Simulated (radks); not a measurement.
Q: The mean radii <r> (bohr) of the occupied orbitals of an atom or ion are listed with their occupations. Method: Dirac Kohn-Sham, exchange-only PBE, spin-unpolarised, spherical densities, finite nucleus; Fermi nuclear charge, rms radius of each element as measured or else 0.836 A^(1/3) + 0.57 fm; computed with a radial shooting solver on a logarithmic mesh with Libxc functionals.

| orbital | occ. | <r> |
|---|---|---|
| 1s1/2 | 2 | 0.02971 |
| 2s1/2 | 2 | 0.1279 |
| 2p1/2 | 2 | 0.1082 |
| 2p3/2 | 4 | 0.1134 |
| 3s1/2 | 2 | 0.3405 |
| 3p1/2 | 2 | 0.3300 |
| 3p3/2 | 4 | 0.3401 |
| 3d3/2 | 4 | 0.3080 |
| 3d5/2 | 5 | 0.3111 |

Name the element and its charge. Open shells, if any, fill j = l - 1/2 first.

A: Z = 49, indium, charge +22: In22+ in [Ar] 3d9. The 1s radius gives Z: for a bare nucleus <r> = (2 gamma + 1)/(2Z) with gamma = sqrt(1 - (Z/c)^2), 0.02926 bohr for Z = 49, and screening makes it slightly larger (0.02971 here). The occupations add up to 27, and the charge is Z minus that.
